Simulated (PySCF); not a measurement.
**Broadened absorption spectrum of C5H6F2OSi**

C5H6F2OSi.
Atom-mapped SMILES: `[F:1][CH:2]([F:3])[c:4]1[cH:5][cH:6][c:7]([SiH3:8])[o:9]1` (hydrogens: H10 on C2; H11 on C5; H12 on C6; H13, H14, H15 on Si8)

Structure used (GFN2-xTB), in Å, numbered top down from 1:
```
atom  x, y, z in Å
F1    -3.3034   -0.1877    0.8678
C2    -2.4585    0.7107    0.2959
F3    -3.1134    1.1756   -0.8011
C4    -1.1601    0.0814   -0.0699
C5    -0.8652   -0.9706   -0.8912
C6     0.5371   -1.1089   -0.8429
C7     1.0075   -0.1371    0.0010
Si8    2.7263    0.3405    0.5870
O9    -0.0337    0.5876    0.4706
H10   -2.3260    1.5495    0.9959
H11   -1.5656   -1.5579   -1.4488
H12    1.1282   -1.8337   -1.3640
H13    2.9837    1.7265    0.1953
H14    2.7764    0.2080    2.0432
H15    3.6622   -0.5761   -0.0607
```

Level of theory: TDDFT CAM-B3LYP/def2-SVPD, vertical, gas phase, core orbitals frozen in the response (PySCF).

Computed states:

| state | E (eV) | f |
| --- | --- | --- |
| S1 | 5.77 | 0.372 |
| S2 | 6.66 | 0.0000 |
| S3 | 6.71 | 0.0005 |
| S4 | 7.34 | 0.0013 |
| S5 | 7.47 | 0.0092 |
| S6 | 7.57 | 0.0030 |
| S7 | 7.74 | 0.0016 |
| S8 | 7.76 | 0.385 |

Each state is given a Gaussian of 0.4 eV full width at half maximum, with ε(max) = 2.175×10⁸ f / Δν̃ (Δν̃ the width in cm⁻¹). The cross-section is σ = 3.8235×10⁻²¹ ε cm², given in Mb (10⁻¹⁸ cm²). The width is an assumption, not a result. The curve ends short of the highest state used, and states not computed would add to its high-energy end.

Question: What does the envelope look like, and where are its maxima?

Answer: 
| E (eV) | σ (Mb) |
| --- | --- |
| 5.17 | 0.20 |
| 5.22 | 0.54 |
| 5.28 | 1.58 |
| 5.34 | 4.09 |
| 5.39 | 8.20 |
| 5.45 | 16.86 |
| 5.51 | 30.60 |
| 5.56 | 45.71 |
| 5.62 | 66.00 |
| 5.68 | 84.11 |
| 5.74 | 94.61 |
| 5.79 | 94.88 |
| 5.85 | 84.90 |
| 5.91 | 67.07 |
| 5.96 | 50.09 |
| 6.02 | 31.48 |
| 6.08 | 17.46 |
| 6.13 | 9.72 |
| 6.19 | 4.29 |
| 6.25 | 1.67 |
| 6.30 | 0.70 |
| 6.36 | 0.23 |
| 6.42 | 0.09 |
| 6.48 | 0.07 |
| 6.53 | 0.08 |
| 6.59 | 0.11 |
| 6.65 | 0.13 |
| 6.70 | 0.14 |
| 6.76 | 0.13 |
| 6.82 | 0.11 |
| 6.87 | 0.10 |
| 6.93 | 0.09 |
| 6.99 | 0.13 |
| 7.04 | 0.21 |
| 7.10 | 0.43 |
| 7.16 | 0.90 |

Maxima: 215 nm (5.77 eV), ε about 25000, made up of S1 (100%); 185 nm (6.71 eV), ε about 36, made up of S3 (100%) (ε in L mol⁻¹ cm⁻¹; maxima over ε = 5, shares over 10%). At its high-energy end, 7.16 eV, the curve is still rising (ε about 240, from S4, S5 and S8).

Question: What would ε be at 5.77 eV, the highest of these maxima, with half the width (0.2 eV)?

Answer: About 50100 L mol⁻¹ cm⁻¹ against 25100, a factor of about 2.00; a lone state at its own centre would give exactly 2.

Question: On this curve, what absorbance would a 10⁻⁵ mol/L sample give at 193 nm over a 1 cm path?

Answer: 193 nm is 6.424 eV, where ε is about 23 L mol⁻¹ cm⁻¹, so A = ε c l ≈ 0.00023 (Beer–Lambert, with the gas-phase spectrum and the assumed width).

Question: Coming from long wavelengths, where does ε first pass 100 L mol⁻¹ cm⁻¹?

Answer: At about 238 nm (5.20 eV), 0.56 eV below S1.

One conformer stands for the species.
